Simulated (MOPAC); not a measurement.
MOPAC input (MNDO):

```
MNDO 1SCF GEO-OK AUX(PRECISION=9) THREADS=1
SZn

Zn   -0.00000000 1   -0.00000000 1   -0.72285354 1
S     0.00000000 1    0.00000000 1    1.35535039 1
```

What heat of formation does the run end on, and which ionisation energy by Koopmans theorem?

88.98 kcal/mol; 8.45 eV.
